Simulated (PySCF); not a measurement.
**How methods differ on the excitation energy of Li**

Li [He] 2s1 (2S) → Li [He] 2p1 (2P), as a difference of total energies. Computed with PySCF 2.14 in aug-cc-pVQZ, with no relativity, point nucleus. The calculations carry no spin-orbit coupling.

```
   method  excitation energy (eV)
      UHF                   1.842
      LDA                   1.597
      PBE                   1.555
     PBE0                   1.639
   r2SCAN                   1.611
      M06                   1.490
CAM-B3LYP                   1.735
```

Q: Estimate what BHandHLYP gives.

A: 1.711 eV, closest to CAM-B3LYP among the rows shown.

Q: Estimate what HSE06 gives.

A: 1.622 eV, closest to r2SCAN among the rows shown.

For comparison: 1.848 eV (measured; NIST levels, between the centres of gravity of the two terms).
